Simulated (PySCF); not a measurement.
Species: sum formula Si2N2H7 (charge 0, doublet). It need not be the lowest isomer of its formula. SMILES: N[SiH2]N[SiH2]
Structure (B3LYP-D3(BJ)/def2-TZVP (Ansatz) minimum search):
```xyz
11

N     -2.2918    -0.4825    -0.1587
Si    -0.9725     0.5782     0.1170
N      0.4667    -0.3211     0.4625
Si     2.0212    -0.2493    -0.3015
H     -3.2173    -0.2454     0.1594
H     -2.3137    -1.1284    -0.9315
H     -1.4136     1.4239     1.2517
H     -0.5866     1.4430    -1.0237
H      0.3536    -1.0623     1.1434
H      2.1981     1.1175    -0.8619
H      3.0738    -0.5283     0.7189
```
Charge 0, spin multiplicity 2.

Dispersion corrections to the total energy (kcal/mol) from the dftd3 and dftd4 libraries through PySCF: D3(BJ) without and D4 with the three-body term, each with the damping fitted for the functional named.

```csv
functional,D3(BJ),D4
revPBE,?,-16.92
B3LYP,-10.30,?
CAM-B3LYP,-4.81,-4.91
BP86,-9.68,-7.72
LC-wPBE,-5.67,?
BLYP,-12.49,-12.50
PBE,-5.70,-5.70
```

**Question.** Complete the blanks.

**Answer.** 
- revPBE, D3(BJ): -13.95
- B3LYP, D4: -9.22
- LC-wPBE, D4: -6.38
